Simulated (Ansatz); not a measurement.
Consider the silylene loss: `[OH][Sc]([Cl])[O][SiH3]` → `[OH][Sc]([OH])[Cl]` + `[SiH2]`.

Isolated molecules relaxed with PBE0-D4/def2-TZVP in Ansatz; ΔE leaves out vibrations. CBS: MP2 limit from def2 TZ/QZ plus the TZ coupled-cluster correction, frozen cores. This one scheme is used for every species. Functionals use def2-TZVPP. For Sc outer-core shells are correlated without core-valence functions, which leaves a few kJ/mol of doubt a bond. Scalar relativity is left out up to krypton. Each species was taken in one conformer, which may not be the lowest.

(1) Is it downhill or uphill in electronic energy at CCSD(T)/CBS, and by how much? (An estimate is asked.)

(2) What do these levels give: BLYP-D4, r2SCANh-D4, PBE-QIDH, BLYP, SCS-MP2/def2-TZVPP, HF/def2-QZVPP? (An estimate is asked.)

Largest T1 diagnostic among the species: 0.015.

Results:

(1) Ansatz gave: Uphill: ΔE = +83.1 kcal/mol.

(2) The calculation gave: BLYP-D4 78.4, r2SCANh-D4 87.2, PBE-QIDH 86.3, BLYP 75.4, SCS-MP2/def2-TZVPP 84.6, HF/def2-QZVPP 83.7 kcal/mol.

Leaving LDA and LC-ωPBE aside and taking each functional with its dispersion term where it has one, the values, not all of them listed here, spread over 9.2 kcal/mol, from BLYP-D4 to r2SCAN0-D4. LDA lies +7.1 kcal/mol from PBE without D4. The D4 term adds +2.4 kcal/mol with B3LYP and +1.3 kcal/mol with PBE0; it sums over pairs of atoms, weighted by their polarisabilities, and B3LYP, whose exchange is more repulsive, gets the larger term.

B3LYP here is the variant with VWN-RPA as its local correlation; programs differ in this.
